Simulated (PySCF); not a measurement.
# RbF at PBE

Computed with PBE; PySCF, scalar-relativistic core potentials, basis sets Rb def2-SVP with ECP28, F def2-SVP.

| Property | Result |
| --- | --- |
| state | ¹Σ⁺ (singlet), closed shell |
| bond length | 4.380 bohr |
| harmonic wavenumber | 380 cm⁻¹ |
| force constant | 1.32 mdyn/Å |
| rotational constant Be | 0.2021 cm⁻¹ |
| anharmonicity ωexe | 1.99 cm⁻¹ |
| vibration–rotation constant αe | 0.00153 cm⁻¹ |
| well depth De to Rb + F | 4.65 eV |
| dissociation energy D0 | 4.62 eV |
| HOMO–LUMO gap | 2.32 eV |
| bond order (Mayer) | 0.80 |
| dipole moment (positive dipole means Rb(−)F(+)) | -8.06 D |
